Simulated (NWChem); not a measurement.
System: C₂H₄ClNSi; SMILES Cl[SiH2]CC#N

Output (shortened):

```
             Northwest Computational Chemistry Package (NWChem) 7.3.0
             --------------------------------------------------------

                             Geometry "geometry" -> ""
                             -------------------------

 Output coordinates in angstroms (scale by  1.889725989 to convert to a.u.)

  No.       Tag          Charge          X              Y              Z
 ---- ---------------- ---------- -------------- -------------- --------------
    1 N                    7.0000    -1.07083100    -2.62256600    -0.30905000
    2 C                    6.0000    -0.22901600    -1.93980800     0.09850100
    3 C                    6.0000     0.81873800    -1.06212400     0.57880200
    4 Si                  14.0000     0.87578900     0.61587900    -0.30644000
    5 Cl                  17.0000    -0.84434000     1.66653700     0.12235700
    6 H                    1.0000     0.69131000    -0.88464600     1.65967100
    7 H                    1.0000     1.80025400    -1.54891400     0.44269700
    8 H                    1.0000     2.04845600     1.36440700     0.22197800
    9 H                    1.0000     0.97792600     0.41556900    -1.77509000

 Effective nuclear repulsion energy (a.u.)     246.0115266636

                              NWChem Property Module
                              ----------------------

  itol2e modified to match energy
  convergence criterion.

                                 NWChem DFT Module
                                 -----------------

 Summary of "ao basis" -> "ao basis" (spherical)
 ------------------------------------------------------------------------------
       Tag                 Description            Shells   Functions and Types
 ---------------- ------------------------------  ------  ---------------------
 N                          pcsseg-1                 7       17   3s3p1d
 C                          pcsseg-1                 7       17   3s3p1d
 Si                         pcsseg-1                10       24   4s5p1d
 Cl                         pcsseg-1                10       24   4s5p1d
 H                          pcsseg-1                 3        5   2s1p

  itol2e modified to match energy
  convergence criterion.

[...]

          -----------------------------------------
          Chemical Shielding Tensors (GIAO, in ppm)
          -----------------------------------------

                                NWChem CPHF Module
                                ------------------

  scftype          =     RHF
  nclosed          =       27
  nopen            =        0
  variables        =     2484
  # of vectors     =        3
  tolerance        = 0.10D-03
  level shift      = 0.00D+00
  max iterations   =       50
  max subspace     =       30

 SCF residual:    2.3275798801834408E-005

Iterative solution of linear equations
  No. of variables     2484
  No. of equations        3
  Maximum subspace       30
        Iterations       50
       Convergence  1.0D-04

   iter   nsub   residual    time
   ----  ------  --------  ---------
     1      3    7.95D-01      91.4
     2      6    1.06D-01     103.4
     3      9    1.67D-02     113.2
     4     12    2.30D-03     124.1
     5     15    2.29D-04     132.2
     6     18    1.43D-05     140.4

      Atom:    1  N
        Diamagnetic
    339.9980      3.1548      1.4578
      3.1548    340.5799      1.3386
      1.4578      1.3386    336.8581

        Paramagnetic
   -286.2659    224.6109    128.3713
    224.6109   -376.4136    115.0908
    128.3713    115.0908   -499.1942

        Total Shielding Tensor
     53.7321    227.7657    129.8292
    227.7657    -35.8336    116.4294
    129.8292    116.4294   -162.3361

           isotropic =     -48.1459
          anisotropy =     531.0961

          Principal Components and Axis System
                 1           2           3
              305.9182   -232.4341   -217.9217

      1         0.7207      0.1699     -0.6721
      2         0.5991     -0.6404      0.4806
      3         0.3488      0.7490      0.5633

      Atom:    2  C
        Diamagnetic
    266.9724     18.1953     10.0817
     18.1953    263.5611      7.9302
     10.0817      7.9302    249.4137

        Paramagnetic
   -139.4941    131.6324     79.7569
    131.6324   -195.2699     62.0212
     79.7569     62.0212   -260.8673

        Total Shielding Tensor
    127.4783    149.8278     89.8386
    149.8278     68.2912     69.9514
     89.8386     69.9514    -11.4536

           isotropic =      61.4387
          anisotropy =     347.5566

          Principal Components and Axis System
                 1           2           3
              293.1431    -57.2525    -51.5746

      1         0.7256     -0.6562      0.2072
      2         0.5924      0.4425     -0.6733
      3         0.3501      0.6113      0.7098

      Atom:    3  C
        Diamagnetic
    256.3251      5.9417      3.1668
      5.9417    260.2517      1.0692
      3.1668      1.0692    249.0367

        Paramagnetic
    -72.5807     -4.1938     -2.1182
     -4.1938    -76.7840     -1.4823
     -2.1182     -1.4823    -78.0420

        Total Shielding Tensor
    183.7443      1.7479      1.0486
      1.7479    183.4677     -0.4131
      1.0486     -0.4131    170.9946

           isotropic =     179.4022
          anisotropy =       8.9612

          Principal Components and Axis System
                 1           2           3
              185.3764    181.9462    170.8841

      1         0.7408     -0.6661     -0.0872
      2         0.6709      0.7402      0.0448
      3         0.0347     -0.0917      0.9952

      Atom:    4  Si
        Diamagnetic
    879.7363     -3.4093     -2.0113
     -3.4093    881.5672     -1.4664
     -2.0113     -1.4664    873.1092

[...]
```

Level: BHandHLYP/pcSseg-1, GIAO. All runs use the structure optimised with PBE0/def2-SVP. NWChem prints the field gradient with the sign opposite to the second derivative of the potential. The printed shielding anisotropy is the first printed principal value minus the mean of the other two.

Q: Reconstruct the input file.

A: This is not unique; one that fits is the input that was run:
```
start job
memory heap 200 mb stack 900 mb global 1100 mb
geometry units angstroms noautosym nocenter noautoz
  N     -1.070831    -2.622566    -0.309050
  C     -0.229016    -1.939808     0.098501
  C      0.818738    -1.062124     0.578802
  Si     0.875789     0.615879    -0.306440
  Cl    -0.844340     1.666537     0.122357
  H      0.691310    -0.884646     1.659671
  H      1.800254    -1.548914     0.442697
  H      2.048456     1.364407     0.221978
  H      0.977926     0.415569    -1.775090
end
basis spherical
  * library pcsseg-1
end
dft
  xc bhlyp
  iterations 150
end
property
  shielding
  efieldgrad
end
task dft property
```
